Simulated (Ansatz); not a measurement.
One change: `COB(O)O[SiH3]` becomes `OB(O[SiH3])O[SiH3]`.

Ansatz, PBE0-D4/def2-TZVP geometries, multiplicity 1. Each molecule was computed in one conformer, which needn't be the lowest.

```tsv
property	`COB(O)O[SiH3]`
HOMO–LUMO gap (PBE0/def2-TZVPP) / eV	8.96
size of the dipole moment (PBE/def2-TZVPP) / D	2.95
HOMO energy (B3LYP/def2-TZVPP) / eV	-8.44
size of the dipole moment (ωB97M-V/def2-TZVPP) / D	3.07
HOMO energy (PBE/def2-TZVPP) / eV	-7.14
HOMO–LUMO gap (PBE/def2-TZVPP) / eV	6.57
```

Give the same properties after the change, and the shifts. (Best estimate.)

Computed: 
| property | `OB(O[SiH3])O[SiH3]` | shift |
| --- | --- | --- |
| HOMO–LUMO gap (PBE0/def2-TZVPP) / eV | 8.57 | -0.39 |
| size of the dipole moment (PBE/def2-TZVPP) / D | 1.45 | -1.50 |
| HOMO energy (B3LYP/def2-TZVPP) / eV | -8.61 | -0.17 |
| size of the dipole moment (ωB97M-V/def2-TZVPP) / D | 1.55 | -1.52 |
| HOMO energy (PBE/def2-TZVPP) / eV | -7.33 | -0.19 |
| HOMO–LUMO gap (PBE/def2-TZVPP) / eV | 6.23 | -0.34 |

With PBE0 the HOMO falls by 0.15 eV and the LUMO falls by 0.54 eV, so the gap narrows by about 0.39 eV. PBE moves the HOMO by -0.19 eV and ωB97M-V by -0.11 eV. Dipoles are sizes alone; their direction can turn.

B3LYP here is the variant with VWN-RPA as its local correlation; programs differ in this.
